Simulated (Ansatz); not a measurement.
Geometry optimisation, Ansatz, UKS r2SCAN-D4/STO-3G.

Input:

```yaml
crystal:
  periodic: [false, false, false]
  atoms:
    - { symbol: C, position_ang: [-0.7448, -1.367, 0.5067] }
    - { symbol: "N", position_ang: [-0.0161, -0.4021, 1.3122] }
    - { symbol: Al, position_ang: [0.524, 1.1091, 0.2494] }
    - { symbol: B, position_ang: [1.6591, 1.619, -1.5886] }
    - { symbol: S, position_ang: [0.133, 2.7207, -1.0296] }
    - { symbol: H, position_ang: [-1.6976, -0.8057, 0.081] }
    - { symbol: H, position_ang: [-0.145, -1.7209, -0.3309] }
    - { symbol: H, position_ang: [0.48818, -1.25879, 1.61779] }
    - { symbol: H, position_ang: [-0.6362, -0.0098, 2.1039] }
    - { symbol: H, position_ang: [2.0899, 0.9666, -2.4152] }
magnetization:
  spin_polarized: true
basis:
  gaussian: { orbitals: STO-3G }
hamiltonian:
  xc: r2scan
  dispersion: d4
relax:
  f_tol: 0.02
  max_steps: 50
output:
  orbitals: {}
```

Command:

```bash
$ ansatz run input.yaml --threads 1 --pin off --max-ram 2048MiB --backend cpu --events-out ev --progress --plain --runs-dir out
```

Q: Where does it end, and by what steps?

A: The forces met the threshold. Limits of this set-up: minimal basis. After 14 steps the energy has fallen by 3.554 eV; Al3 moved furthest, 0.84 Å.

```json
{"step": "0", "energy less start (eV)": "0.0000", "largest force component (eV/Å)": "6.246", "accepted": "yes"}
{"step": "1", "energy less start (eV)": "-2.2247", "largest force component (eV/Å)": "2.466", "accepted": "yes"}
{"step": "2", "energy less start (eV)": "-3.1636", "largest force component (eV/Å)": "1.866", "accepted": "yes"}
{"step": "3", "energy less start (eV)": "-3.3936", "largest force component (eV/Å)": "0.881", "accepted": "yes"}
{"step": "4", "energy less start (eV)": "-3.4467", "largest force component (eV/Å)": "0.241", "accepted": "yes"}
{"step": "5", "energy less start (eV)": "-3.4928", "largest force component (eV/Å)": "0.506", "accepted": "yes"}
{"step": "6", "energy less start (eV)": "-3.5143", "largest force component (eV/Å)": "0.392", "accepted": "yes"}
{"step": "7", "energy less start (eV)": "-3.5296", "largest force component (eV/Å)": "0.205", "accepted": "yes"}
{"step": "8", "energy less start (eV)": "-3.5400", "largest force component (eV/Å)": "0.120", "accepted": "yes"}
{"step": "9", "energy less start (eV)": "-3.5477", "largest force component (eV/Å)": "0.156", "accepted": "yes"}
{"step": "10", "energy less start (eV)": "-3.5510", "largest force component (eV/Å)": "0.143", "accepted": "yes"}
{"step": "11", "energy less start (eV)": "-3.5531", "largest force component (eV/Å)": "0.067", "accepted": "yes"}
{"step": "12", "energy less start (eV)": "-3.5534", "largest force component (eV/Å)": "0.055", "accepted": "yes"}
{"step": "13", "energy less start (eV)": "-3.5538", "largest force component (eV/Å)": "0.030", "accepted": "yes"}
{"step": "14", "energy less start (eV)": "-3.5540", "largest force component (eV/Å)": "0.012", "accepted": "yes"}
```

```xyz
10
Properties=species:S:1:pos:R:3
C -0.736 -1.176 0.231
N -0.057 -0.362 1.316
Al 1.269 0.777 0.440
B 1.188 1.220 -1.437
S 0.124 2.330 -0.603
H -1.217 -0.460 -0.458
H 0.053 -1.749 -0.289
H 0.347 -1.031 2.023
H -0.803 0.162 1.847
H 1.486 1.139 -2.565
```

Whether the end is a true minimum wasn't checked by a vibrational analysis.

Run time: 2.4 min on 1 thread of Arm Neoverse V1 (shared host), peak memory 0.25 GiB.
